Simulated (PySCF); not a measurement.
**SbH3: from structure and modes to constants**

Method: PySCF, PBE0, basis Sb def2-TZVP with ECP28, H def2-TZVP (scalar-relativistic core potentials, no spin–orbit coupling, density fitting).

The singlet minimum has C3v symmetry. Masses (u): Sb 120.90382, H 1.00782.

```xyz
4
charge 0 multiplicity 1, angstrom
Sb    0.0000    0.0000   -0.0235
H     1.4113    0.0000    0.9379
H    -0.7056    1.2222    0.9379
H    -0.7056   -1.2222    0.9379
```

Harmonic wavenumbers (cm⁻¹): 803.7 (a1, ×1), 846.1 (e, ×2), 1967.7 (a1, ×1), 1975.9 (e, ×2).

Question: Find the principal moments of inertia and the rotational constants. What kind of rotor is it?

Answer: About the centre of mass I = 5.7368, 5.7368, 6.0219 u Å². With B = 16.8576/I this gives 2.939, 2.939, 2.799 cm⁻¹. The molecule is an oblate symmetric top.

Question: What is the harmonic zero-point energy?

Answer: Half the sum of all 6 wavenumbers, 8415/2 = 4208 cm⁻¹, which is 50.3 kJ/mol (1 cm⁻¹ = 0.0119627 kJ/mol).

Question: Find the vibrational entropy and heat capacity at 298.15 K.

Answer: With u = 1.43878 ω/T, each mode gives S = R[u/(eᵘ−1) − ln(1−e⁻ᵘ)] and C = R u² eᵘ/(eᵘ−1)².
```
   ω (cm⁻¹)      u  S (J/(mol K))  C (J/(mol K))
      803.7  3.878           0.85           2.70
 846.1 (×2)  4.083           0.72           2.42
     1967.7  9.496           0.01           0.06
1975.9 (×2)  9.535           0.01           0.05
```
The sums over all modes are S = 2.3 and C = 7.7 J/(mol K); the softest mode gives 37 % of the entropy (each member, where degenerate).

Question: Give the standard entropy (298.15 K, 1 bar) by its translational, rotational, vibrational and spin parts, and Cp.

Answer: Sackur–Tetrode with M = 123.93 u gives 169.0; rotation with symmetry number 3 gives 61.4; vibration 2.3; spin R ln 1 = 0.0. The total is 232.7 J/(mol K), and Cp = 4 R + 7.7 = 41.0 J/(mol K).
